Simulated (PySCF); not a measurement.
Compound: CH5O2Si2 (doublet state).
Z-matrix (Å and degrees, GFN2-xTB geometry), rows numbered from 1:
```
O 
C   1  1.1761
Si  2  1.8838  1  139.96
O   3  1.6152  2  103.40  1  -134.13
Si  4  1.6218  3  164.64  2   -73.89
H   3  1.4620  2  101.42  1   110.54
H   3  1.4614  2  122.81  1   -18.09
H   5  1.4606  4  107.99  3    49.72
H   5  1.4603  4  104.68  3   169.85
H   5  1.4616  4  106.33  3   -70.69
```

The hyperfine couplings belong to this conformer and change with its torsions.

The species is `O=[C][SiH2]O[SiH3]` [radical].

Method used: PySCF 2.14.0, UKS B3LYP, pcH-1 on C H O Si, non-relativistic, mean-field spin-orbit, GIAO. Isolated species at its GFN2-xTB geometry (one conformer only). A GFN2-xTB geometry isn't a minimum of the functional, and hyperfine couplings can be far from their values at a DFT geometry. The SCF solution wasn't tested for stability.

Principal values of hyperfine tensors in MHz (contact, dipolar and spin–orbit terms together), for some of the nuclei:

```json
{"atom": "Si3", "isotope": "29Si", "A1": "-249.11", "A2": "-182.67", "A3": "-178.14"}
{"atom": "C2", "isotope": "13C", "A1": "153.80", "A2": "155.43", "A3": "286.78"}
{"atom": "O1", "isotope": "17O", "A1": "-140.07", "A2": "26.97", "A3": "28.97"}
{"atom": "H6", "isotope": "1H", "A1": "-9.89", "A2": "-8.48", "A3": "1.27"}
{"atom": "H8", "isotope": "1H", "A1": "-0.32", "A2": "-0.07", "A3": "3.24"}
{"atom": "Si5", "isotope": "29Si", "A1": "-1.21", "A2": "-0.82", "A3": "-0.68"}
{"atom": "H10", "isotope": "1H", "A1": "0.08", "A2": "0.19", "A3": "1.92"}
{"atom": "O4", "isotope": "17O", "A1": "-0.93", "A2": "0.58", "A3": "1.01"}
```

(1) Split each tensor into its isotropic and traceless parts, and turn a_iso into mT with g = 1.9990.

(2) What spin density at the nucleus of O1 lies behind its contact coupling (g_N = -0.75752)?

(3) H7 (1H, g_N = 5.58569) isn't in the table. Its spin density at the nucleus is 0.01873 bohr⁻³. What is its contact coupling?

(4) Which nucleus of the table has the largest anisotropic coupling, and what is its form?

(5) In a single crystal, with the field along each principal axis of the tensor of Si3 in turn, what first-order splitting does this nucleus give (isotropic g, quadrupole terms neglected)?

Answers

(1) a_iso is a third of the trace, T = A − a_iso, and a(mT) = a(MHz)/(g × 13.996). The tensors hold a spin–orbit part: the run splits a_iso into a_FC + a_SO, and T includes its anisotropic share.

```tsv
atom	a_iso (MHz)	a_FC	a_SO	a_iso (mT)	T1	T2	T3
Si3	-203.31	-203.63	0.32	-7.267	-45.80	20.64	25.17
C2	198.67	199.26	-0.58	7.101	-44.87	-43.24	88.11
O1	-28.04	-28.67	0.63	-1.002	-112.03	55.01	57.02
H6	-5.70	-5.69	-0.01	-0.204	-4.19	-2.78	6.97
H8	0.95	0.95	0.00	0.034	-1.27	-1.02	2.29
Si5	-0.91	-0.91	0.00	-0.032	-0.31	0.09	0.22
H10	0.73	0.73	0.00	0.026	-0.65	-0.54	1.19
O4	0.22	0.22	0.00	0.008	-1.15	0.36	0.79
```

(2) a_FC = (2μ0/3) gₑ μB g_N μN ρ(0)/(2S·h) = 800.24 MHz × g_N × ρ(0)/(2S), with ρ in bohr⁻³. With a_FC = -28.67 MHz and 2S = 1, ρ(0) = 0.0473 bohr⁻³. The nuclear moment is negative, so coupling and spin density have opposite signs.

(3) By the same relation, a_FC = 83.7 MHz. Its full tensor has the principal values 79.39, 82.69, 89.13 MHz.

(4) O1: -112.0, 55.0, 57.0 MHz (the dipolar term alone has -111.4, 53.8, 57.6), axial, in the ratio +1:+1:−2.

(5) 2 lines (I = 1/2), spaced by |A_i|/(g × 13.996): 8.90, 6.53, 6.37 mT along the axes of A1, A2 and A3.

The run took 38 s wall (with the writing of density and orbital grids) on one thread of an Arm Neoverse V1, no GPU (shared host), and the process peaked at 0.72 GiB of memory.
